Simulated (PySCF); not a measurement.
SMILES O=C(O)[SiH2][GeH3] (CH6GeO2Si), singlet, GFN2-xTB optimised geometry.

```
11

O      1.94    -1.98     0.00
C      1.18    -1.05     0.00
O      1.62     0.22     0.01
Si    -0.74    -1.05     0.00
Ge    -1.14     1.25     0.00
H      2.60     0.27     0.01
H     -1.17    -1.77    -1.19
H     -1.17    -1.77     1.19
H     -0.59     1.98     1.18
H     -2.60     1.62     0.00
H     -0.59     1.98    -1.18
```

Density from PySCF 2.14.0 with CAM-B3LYP/def2-TZVP at that geometry.

Minimum of the electron density along straight lines between bonded atoms, close to the bond critical point (lines longer than 1.1 times the sum of covalent radii, or with two minima, are not listed):

```csv
bond,length / Å,ρ at the minimum / e bohr⁻³,∇²ρ there / e bohr⁻⁵,position (fraction from the first atom)
O1–C2,1.202,0.435,-0.21,0.66
C2–O3,1.345,…,…,0.34
C2–Si4,1.919,…,0.18,0.62
Si4–Ge5,2.330,0.098,-0.17,0.46
O3–H6,0.973,0.347,-2.38,0.81
Si4–H7,1.464,0.126,0.17,0.49
Si4–H8,1.464,0.126,0.17,0.49
Ge5–H9,1.496,0.142,0.09,0.60
Ge5–H10,1.503,0.140,0.09,0.60
Ge5–H11,1.496,0.142,0.09,0.60
```

### Question
Fill in the missing entries.

### Answer

- C2–O3, ρ at the minimum / e bohr⁻³: 0.305
- C2–O3, ∇²ρ there / e bohr⁻⁵: -0.61
- C2–Si4, ρ at the minimum / e bohr⁻³: 0.114
